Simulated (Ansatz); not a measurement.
An input meant for AlB₅ (charge 0, singlet).

```yaml
crystal:
  periodic: [false, false, false]
  atoms:
    - {symbol: B, position_ang: [-1.397665, 1.160169, 0.233000]}
    - {symbol: B, position_ang: [1.039156, -0.253119, 0.024835]}
    - {symbol: B, position_ang: [0.162452, 1.050846, 0.362455]}
    - {symbol: B, position_ang: [-0.583631, -0.423274, -0.206560]}
    - {symbol: B, position_ang: [-2.123254, -0.122950, -0.269959]}
    - {symbol: Al, position_ang: [2.902942, -1.411683, -0.143782]}
basis:
  gaussian: {orbitals: def2-mTZVPP}
hamiltonian: {xc: {name: wB97X-D}, dispersion: d3bjatm}
accuracy: high
scf: {omitted_lower_state_checks: [starts]}
output: {forces: true}
```

```sh
$ ansatz run in.yaml --threads 4 --pin off --events-out ev --progress --plain --max-ram 3916MiB
```

Q: Predict how Ansatz answers.

A: The program refused the input. The method's name isn't one that the program takes here.
```
Error: YAML parse error: error: line 12 column 19: hamiltonian.xc: no functional is named "wB97X-D"; the names, which are not case-sensitive, are SVWN5, SPW92, PBE, PBE0, PBEsol, revPBE, revPBE0, RPBE, rPW86-PBE, HSE06, wPBEh, LC-wPBE, HISS, HF, BLYP, B3LYP, B3LYP5, BHLYP, CAM-B3LYP, r2SCAN, r2SCANh, r2SCAN0, r2SCAN50, m-r2SCAN, B97, wB97, wB97X, wB97X-V, B97M-V, wB97M-V, B2PLYP, B2GP-PLYP, PBE0-DH, PBE-QIDH
10 | basis:
11 |   gaussian: {orbitals: def2-mTZVPP}
12 | hamiltonian: {xc: {name: wB97X-D}, dispersion: d3bjatm}
13 | accuracy: high
14 | scf: {omitted_lower_state_checks: [starts]}
```
